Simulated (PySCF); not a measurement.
**Excitation energy of Ru+ by level of theory**

Ru+ [Kr] 4d7 (4F) → Ru+ [Kr] 4d6 5p1 (high-spin determinant), as a difference of total energies. Computed with PySCF 2.14 in def2-TZVPPD with the def2 core potential (28 electrons) (6s4p3d2f1g, 56 functions), with scalar relativity through the core potential. Correlated levels: valence: 4s2 4p6 frozen; valence and next inner shell: nothing frozen outside the core potential. The calculations carry no spin-orbit coupling.

```
                                method  excitation energy (eV)
                                   UHF                   4.823
                                   LDA                   5.786
                                   PBE                   5.738
                                  PBE0                   5.727
                                r2SCAN                   5.508
                                 B97-3                   6.103
                               wB97M-V                   5.976
                                 HSE06                   5.704
                                 TPSSh                   5.820
                         MP2 (valence)                   5.762
                     SCS-MP2 (valence)                   6.135
    MP2 (valence and next inner shell)                   5.598
SCS-MP2 (valence and next inner shell)                   5.795
```

**Question.** How much does correlation contribute at MP2 (valence and next inner shell)?

**Answer.** 5.598 − (4.823) = 0.775 eV, measured against UHF.

The determinant of the upper state mixes LS terms, which raises its energy above the lowest term, most at the Hartree-Fock and MP2 levels.
